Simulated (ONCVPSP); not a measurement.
# What one change does to a pseudopotential (tungsten (W), ONCV)

ONCVPSP 4.0.1 input, shortened (lines: element, Z, core and valence counts, functional; n l f; lmax; l rc ep ncon nbas qcut; lloc lpopt rc5 dvloc0; l nproj debl; icmod fcfact rcfact), PBEsol, scalar-relativistic:

```
  W 74.00    9    5  -116133      upf
    1    0    2.00
    2    0    2.00
    2    1    6.00
    3    0    2.00
    3    1    6.00
    3    2   10.00
    4    0    2.00
    4    1    6.00
    4    2   10.00
    4    3   14.00
    5    0    2.00
    5    1    6.00
    5    2    4.00
    6    0    2.00
    3
    0    1.75    0.00    3    6    9.00
    1    2.10    0.00    4    8    7.30
    2    2.75    0.00    5    9    6.80
    3    0.85    0.00    4    8   20.50
    4    1    0.80    0.00
    0    2    3.10
    1    2    0.30
    2    2    0.80
    3    2    0.90
    0    0.00    0.00
```

In the p channel the program set the typed energies aside and used -1.588, 0.250 Ha. In the f channel the program set the typed energies aside and used -1.221, 0.250 Ha.

Change: s: nproj 3.

Cutoffs: the cutoffs (Ha) at which the residual kinetic energy of the hardest occupied pseudo-wave falls to 1 and 0.1 mHa per electron; they do not see the model core or the augmentation charge, which bear on the density cutoff. Errors are all-electron minus pseudo energies relative to the spin-unpolarised reference configuration.

How do hardness, ghosts and transferability respond?

The potential gets neither clearly harder nor softer (182 Ha and 197 Ha → 182 Ha and 197 Ha); both files keep a bound ghost (s); of the 4 tests that both files solve, the error grows in 0 and shrinks in 1 by more than 15 % and 0.3 meV (median size 10.4 → 10.2 meV).

```csv
quantity,base,changed
"cutoff, loose",182 Ha,182 Ha
"cutoff, tight",197 Ha,197 Ha
bound ghosts,s,s
GHOST(+) flags under 300 eV,"d at 61.7 eV, p at 107.0 eV","d at 61.7 eV, p at 107.0 eV"
"error for 4f14 5s2 5p6 5d4 6s1, meV [ΔE 8.93 eV]",-3.3,-3.1
"error for 4f14 5s2 5p6 5d4 6s0, meV [ΔE 24.62 eV]",-9.9,-9.5
"error for 4f14 5s2 5p6 5d3 6s0, meV [ΔE 50.03 eV]",-11,-11
"error for 4f13 5s2 5p6 5d5 6s1, meV [ΔE 41.86 eV]",-163,-85
s: phases at 1.77 bohr within 0.05 rad from the reference energy up to (Ha; the scan ends near 5),to the end of the scan,to the end of the scan
p: phases at 2.14 bohr within 0.05 rad from the reference energy up to (Ha; the scan ends near 5),3.7,3.7
d: phases at 2.80 bohr within 0.05 rad from the reference energy up to (Ha; the scan ends near 5),2.2,2.2
f: phases at 0.86 bohr within 0.05 rad from the reference energy up to (Ha; the scan ends near 5),to the end of the scan,to the end of the scan
```

 A true bound ghost makes a file unfit for plane-wave use even where its test errors are small: the radial tests pick states by their node count and pass the ghost by.
